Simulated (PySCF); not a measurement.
MoH₅, SMILES [MoH5] (connectivity only; charge and spin as stated), neutral, multiplicity 2.

The structure is a stationary point at PBE-D3(BJ)/def2-TZVPD. The multiplicity is an assumed one; other spin states were not compared. The def2 effective core potentials stand for the cores of Mo; spin–orbit coupling is left out.

Two levels are set side by side: PBE/def2-TZVPD (PySCF) and CAM-B3LYP/def2-TZVPD (PySCF). Same geometry, gas phase. Differences are taken from unrounded values.

```tsv
quantity	CAM-B3LYP
α-spin orbital gap (eV)	6.82
β-spin orbital gap (eV)	8.30
dipole moment (D)	1.24
mean polarisability (bohr³)	51.8
```

**Question.** What does PBE give, and how far is it from CAM-B3LYP? (The exact figures need the calculation; the answer reports its results.)

**Answer.** 
```tsv
quantity	PBE	PBE minus CAM-B3LYP
α-spin orbital gap (eV)	1.95	-4.87
β-spin orbital gap (eV)	3.27	-5.02
dipole moment (D)	1.23	-0.01
mean polarisability (bohr³)	53.1	1.4
```

Rough cost on one machine, each run with all the roots and properties that it gave: CAM-B3LYP against PBE within a factor of 2.
